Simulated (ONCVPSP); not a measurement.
## What one change does to a pseudopotential (titanium, ONCV)

ONCVPSP 4.0.1 input, shortened (lines: element, Z, core and valence counts, functional; n l f; lmax; l rc ep ncon nbas qcut; lloc lpopt rc5 dvloc0; l nproj debl; icmod fcfact rcfact), PBE, fully relativistic:

```
  Ti 22.00    5    2        4      upf
    1    0    2.00
    2    0    2.00
    2    1    6.00
    3    0    2.00
    3    1    6.00
    3    2    2.00
    4    0    2.00
    2
    0    2.75    0.00    5    8    2.80
    1    2.60    0.26    3    7    2.60
    2    2.40    0.00    3    8    5.90
    4    5    2.00   -1.00
    0    2    3.40
    1    2    2.80
    2    1    1.80
    1    0.70    0.00
```

Open shells are filled in proportion to 2j + 1.

In the p channel the program set the typed energies aside and used 0.050, 2.850 Ha (j = l + 1/2; the other j can differ).

All-electron outer shells of the reference configuration (PBE, scalar-relativistic, ld1.x):

| shell | level (eV) | outermost node (bohr) | outermost maximum (bohr) |
| --- | --- | --- | --- |
| 3p | -38.86 | 0.37 | 0.90 |
| 4s | -4.47 | 1.24 | 2.92 |
| 3d | -4.26 | – | 0.98 |

Change: s: qcut 1.8.

Cutoffs: the cutoffs (Ha) at which the residual kinetic energy of the hardest occupied pseudo-wave falls to 1 and 0.1 mHa per electron; they do not see the model core or the augmentation charge, which bear on the density cutoff. Errors are all-electron minus pseudo energies relative to the spin-unpolarised reference configuration.

Problem. What does the change do?

Solution. The potential gets neither clearly harder nor softer (14 Ha and 16 Ha → 14 Ha and 16 Ha); the d channel sets the loose cutoff, while the largest relative change is in s, which becomes harder; of the 4 tests that both files solve, the error grows in 1 and shrinks in 1 by more than 15 % and 0.3 meV (median size 9.7 → 17.0 meV); neither file shows a bound ghost.

| quantity | base | changed |
| --- | --- | --- |
| cutoff, loose | 14 Ha | 14 Ha |
| cutoff, tight | 16 Ha | 16 Ha |
| loose cutoff by channel | s 2.7 Ha, d 14 Ha | s 5.1 Ha, d 14 Ha |
| bound ghosts | none | none |
| GHOST(+) flags under 300 eV | s at 60.4 eV, p3/2 at 92.4 eV, p1/2 at 92.7 eV | s at 64.2 eV, p3/2 at 92.4 eV, p1/2 at 92.7 eV |
| error for 3d2 4s1, meV [ΔE 7.35 eV] | -3.1 | -2.6 |
| error for 3d2 4s0, meV [ΔE 20.92 eV] | -33 | -31 |
| error for 3d1 4s0, meV [ΔE 47.87 eV] | -16 | -47 |
| error for 3d2 4s1 4p1, meV [ΔE 3.08 eV] | -0.4 | -0.3 |
| s: phases at 2.79 bohr within 0.05 rad from the reference energy up to (Ha; the scan ends near 5) | 1.4 | 1.6 |
| p3/2: phases at 2.65 bohr within 0.05 rad from the reference energy up to (Ha; the scan ends near 5) | 3.0 | 3.0 |
| p1/2: phases at 2.65 bohr within 0.05 rad from the reference energy up to (Ha; the scan ends near 5) | 3.0 | 3.0 |
| d5/2: phases at 2.43 bohr within 0.05 rad from the reference energy up to (Ha; the scan ends near 5) | 0.3 | 0.3 |
| d3/2: phases at 2.43 bohr within 0.05 rad from the reference energy up to (Ha; the scan ends near 5) | 0.3 | 0.3 |
| rms error of d²Exc/dni dnj with the model core, mHa | 5.01 | 5.02 |
